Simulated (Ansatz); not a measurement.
Input file for Ansatz (a quantum-chemistry and plane-wave program): U-wB97X-V/cc-pV(T+d)Z on CH5AlO (SMILES C[O][AlH2]), a point of a bond scan (R = 2.357 Å). Files ending in .json are basis or fitting sets from the Basis Set Exchange.

Ansatz 0.2 input:
```yaml
crystal:
  periodic: [false, false, false]
  atoms:
    - {symbol: Al, position_ang: [-0.48447785, 0.89780616, 0.62601054]}
    - {symbol: H, position_ang: [-0.43677128, 1.37766318, 2.93278823]}
    - {symbol: H, position_ang: [-1.22107104, 1.77313262, -0.46313067]}
    - {symbol: O, position_ang: [0.33969018, -0.49209283, 0.13373798]}
    - {symbol: C, position_ang: [0.56151194, -1.13056905, -1.10068500]}
    - {symbol: H, position_ang: [0.08822596, -0.60052820, -1.93547360]}
    - {symbol: H, position_ang: [1.63509344, -1.19352194, -1.29911414]}
    - {symbol: H, position_ang: [0.16204404, -2.14811651, -1.07007472]}
basis:
  gaussian:
    orbitals: cc-pV_T+d_Z.json
hamiltonian:
  xc: {name: wB97X-V}
magnetization: {spin_polarized: true, initial_magnetization: 0}
```

Program output:

```
WARN ansatz: RAYON_NUM_THREADS=1 ignored (pool sized by the plan → 1); use --threads N
Functional definition: wB97X-V
integrals: 0.09 GiB planned
926 factors; their error is unknown
integrals: 0.12 GiB planned
234 factors; integrals over basis functions are off by at most 2.3e-5 eV
mean field: 1.08 GiB planned
mean field evaluation 1: about -9756.6434 eV, gradient 3.3e1 eV
mean field evaluation 2: about -9755.3184 eV, gradient 4.0e1 eV
mean field evaluation 4: about -9760.6266 eV, gradient 1.2e0 eV
mean field evaluation 8: about -9760.6558 eV, gradient 2.0e-1 eV
mean field evaluation 16: about -9760.6559 eV, gradient 7.2e-5 eV
mean field -9760.65587493 eV, -358.6974873934 hartree, gradient 7.2e-5 eV, S^2 0.000000; 0 other end points of the search recorded, 0 dependent functions left out
reference -9760.65587267 eV, -358.6974873105 hartree; 16, 16 occupied and 153, 153 virtual orbitals, 926 factors
Total energy: -9760.65587267 eV, -358.6974873105 hartree
```

Self-consistency was reached.

Cost: about 9 core-seconds (a rough figure).
